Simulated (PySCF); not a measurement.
# A small calculation by hand: chemical shift, span and skew from a shielding tensor

CH₄MgOSe, SMILES C[O][Mg][SeH]. Atoms are numbered in the order given.

```xyz
8

Mg     0.1723    -0.4120    -0.4646
O      0.6284    -1.5588    -1.7328
C      0.9840    -2.4522    -2.7243
H      0.6473    -2.1166    -3.7264
H      2.0828    -2.5908    -2.7840
H      0.5426    -3.4558    -2.5566
Se    -0.4357     1.1781     1.2671
H     -1.4576     0.2342     1.7696
```
Charge 0, spin multiplicity 1.

Geometry optimised at B3LYP-D3(BJ)/def2-SVP. The structure was generated by enumeration; whether it is a known compound was not checked. One conformer was computed; it need not be the lowest.

GIAO shieldings from PySCF with B3LYP/pcSseg-1, non-relativistic, no solvent. The symmetric part of the tensor of C3 has the principal values 92.5, 92.7, 178.2 ppm. The same nucleus in TMS has σ = 181.3 ppm at this level (PySCF, at its B3LYP-D3(BJ)/def2-TZVP geometry).

Q: Work out the isotropic shielding, the ¹³C shift against TMS, the span and the skew.

A: 
σ(iso) = (σ11 + σ22 + σ33)/3 = 121.1 ppm. δ = σ(ref) − σ(iso) = 181.3 − (121.1) = 60.2 ppm.
Span Ω = σ33 − σ11 = 85.7 ppm. Skew κ = 3(σ(iso) − σ22)/Ω = 1.00, an axial tensor. Tumbling in solution averages the tensor to δ; in a static solid the shielding alone would spread this spin-1/2 line over Ω.
